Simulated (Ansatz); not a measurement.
Consider the cleavage of the Si–Al bond: `C[SiH2][SiH2][AlH2]` + H–F → `C[SiH2][SiH2]F` + `[AlH3]`.

Calculated with Ansatz (gas phase, PBE0-D4/def2-TZVP geometries, no zero-point term in ΔE). CCSD(T)/CBS adds triple-zeta CCSD(T) − MP2 to the extrapolated MP2 energy (def2 sets, frozen cores). This one scheme is used for every species. DFT in def2-TZVPP. Each species was taken in one conformer, which may not be the lowest.

CCSD(T)/CBS gives -100.5 kJ/mol.

**Question.** Another level gave -105.1 kJ/mol. Which?
A. MP2/def2-TZVPP
B. B2PLYP/def2-TZVPP
C. CCSD(T)/def2-TZVPP
D. PBE0-D4/def2-TZVPP

**Answer.** A. MP2/def2-TZVPP -105.1, PBE0-D4 -84.9, CCSD(T)/def2-TZVPP -100.1, B2PLYP -114.2 kJ/mol.

Largest T1 diagnostic among the species: 0.012.

From PBE to PBE0 (25 % exact exchange), in def2-TZVPP and without D4, ΔE moves by −3.8 kJ/mol. The D4 term adds +7.7 kJ/mol with B3LYP and +4.5 kJ/mol with PBE0; it sums over pairs of atoms, weighted by their polarisabilities, and B3LYP, whose exchange is more repulsive, gets the larger term. In def2-TZVPP, CCSD(T) changes the Hartree–Fock value by +38.7 kJ/mol (the triples alone add +5.3 kJ/mol) and MP2 by +33.6 kJ/mol.

B3LYP here is the variant with VWN-RPA as its local correlation; programs differ in this.
